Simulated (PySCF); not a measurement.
Geometry (Å), atoms numbered from 1 in this order:
```xyz
7

Al    0.6452    1.1198    0.0112
Cl    2.7457    1.1724    0.0403
Cl   -0.3272    2.9817   -0.0613
Si   -0.5743   -0.9841    0.0128
H    -1.9102   -0.8213    0.6630
H     0.2037   -2.0369    0.7344
H    -0.7829   -1.4316   -1.4004
```

Level of theory: structure optimised with PBE0-D3(BJ)/def2-SVP, σ from GIAO-B3LYP/pcSseg-1 (pcSseg-2 on Al), in PySCF 2.14.0 with density-fitted response routines (single conformer, relativity neglected, one averaged value for each set of equivalent atoms, no solvent model).

Chemical shifts δ = σref − σ; 1H (σ = 31.38 ppm) and 29Si (σ = 337.86 ppm) vs TMS; 27Al (σ = 571.15 ppm) vs [Al(H2O)6]3+; 35Cl (σ = 930.46 ppm) vs HCl, all at this level.

| atoms | nucleus | count | δ (ppm) |
| --- | --- | --- | --- |
| Al1 | 27Al | 1 | 227.7 |
| H5/H6/H7 | 1H | 3 | ? |
| Si4 | 29Si | 1 | ? |
| Cl2/Cl3 | 35Cl | 2 | 122 |

Q: Estimate the values marked ?.

A: 
- H5/H6/H7: 3.26 ppm, hydrogen on a silicon bonded to Al
- Si4: -124.2 ppm, silicon bonded to Al, 3 H
